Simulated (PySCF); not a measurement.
Compound: C7H5O3 (doublet state).
Structure used (GFN2-xTB), in Å, numbered top down from 1:
```
atom  x, y, z in Å
C1     2.656    0.140   -0.367
C2     1.695   -0.684    0.267
O3     2.023   -1.708    0.878
C4     0.255   -0.313    0.168
C5    -0.261    0.899   -0.385
C6    -1.595    1.112   -0.407
C7    -2.535    0.142    0.113
O8    -3.732    0.237    0.130
O9    -1.965   -1.013    0.644
C10   -0.662   -1.197    0.659
H11    3.692   -0.143   -0.294
H12    2.404    1.006   -0.948
H13    0.408    1.651   -0.775
H14   -2.029    2.013   -0.811
H15   -0.357   -2.136    1.105
```

The hyperfine couplings belong to this conformer and change with its torsions.

Identity: `[CH2]C(=O)C1=COC(=O)C=C1` [radical].

Method used: UKS B3LYP, pcH-1 on C H O, non-relativistic, mean-field spin-orbit, GIAO in PySCF 2.14.0. The structure is a single GFN2-xTB conformer in the gas phase; no vibrational or solvent corrections. GFN2-xTB frequencies show an imaginary mode (33i cm⁻¹), so this geometry is no minimum at that level. The geometry wasn't refined by DFT: couplings that depend on bond lengths, twists or pyramidal angles can differ widely from those at the functional's own minimum. Stability of the SCF solution: not tested.

**Question.** What is the g tensor, term by term?

**Answer.** 
| Δg (ppt) | 1 | 2 | 3 |
| --- | --- | --- | --- |
| relativistic mass correction | -0.19 | -0.19 | -0.19 |
| gauge correction | -0.01 | 0.04 | 0.04 |
| orbital Zeeman/spin–orbit | -0.01 | 1.98 | 6.24 |
| total | -0.20 | 1.84 | 6.09 |

So g = 2.00212, 2.00416, 2.00841 and g_iso = 2.00490; the tensor is rhombic: the two nearest values differ by 32 % of g3 − g1. Axes: g3 points within 7° of the C1–H12 bond.

**Question.** At 9.381 GHz, how far is the centre of the isotropic spectrum from where a free electron (g = 2.002319) resonates?

**Answer.** B = hν/(g μB) with μB/h = 13.99624 MHz/mT gives 334.74 mT for the free electron and 334.31 mT at g_iso, 0.43 mT lower.

**Question.** What effective moment and Curie constant follow for a powder?

**Answer.** With the mean of g² = 4.0196 and S(S+1) = 0.75: μ_eff = √(⟨g²⟩S(S+1)) = 1.736 μB and χT = 0.12505·⟨g²⟩·S(S+1) = 0.377 cm³ K/mol (cgs; spin-Hamiltonian part alone).

**Question.** How much does each term add to the isotropic shift?

**Answer.** The orbital-Zeeman/spin–orbit term 2.74, the mass correction -0.19 and the gauge correction 0.02 ppt, for a total of 2.58 ppt. The orbital-Zeeman/spin–orbit term is the largest in size. The mass correction is the same along every axis, so the anisotropy comes from the other two: their spans along these axes are 0.05 (gauge) and 6.24 ppt (orbital Zeeman/spin–orbit).

**Question.** In a frozen sample, at which fields do the three g values resonate at 9.5, 34, 94 and 263 GHz (hyperfine left aside), and which band first spreads them over more than twice a line width of 0.5 mT?

**Answer.** 
```csv
band,GHz,B(g3) mT,B(g2) mT,B(g1) mT,spread mT
X,9.5,337.96,338.67,339.02,1.06
Q,34.0,1209.53,1212.09,1213.33,3.80
W,94.0,3343.98,3351.08,3354.49,10.50
J,263.0,9356.04,9375.89,9385.43,29.39
```

The spread grows in proportion to the frequency. X band is the first where it exceeds 1.0 mT.

Largest spin populations (Mulliken): C1 (+0.88), O3 (+0.31) and C2 (-0.13). The positive populations add up to 1.21 and the negative ones to -0.21, together 2S = 1. The angles at C1 add up to 360.0°, so it is planar; its axial dipolar tensor and the negative couplings of its protons fit spin in a p orbital normal to that plane.

The HOMO–LUMO gaps are 4.77 eV among the α and 2.74 eV among the β orbitals.
